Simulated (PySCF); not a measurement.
# Bond curve of BeZn

Set-up: PySCF, no relativity, basis sets Be def2-SVPD, Zn def2-SVPD. Energies in eV from Be + Zn in their ground configurations at the same level. State: ¹Σ⁺ (singlet), closed shell.

```tsv
R (Å)	RHF-MP2
2.423	0.2478
2.535	0.1646
2.648	0.1091
2.732	0.0796
2.817	0.0570
2.901	0.0392
3.014	0.0206
3.155	0.0026
3.324	-0.0138
3.549	-0.0285
```

Correlated steps freeze 5 core orbitals.
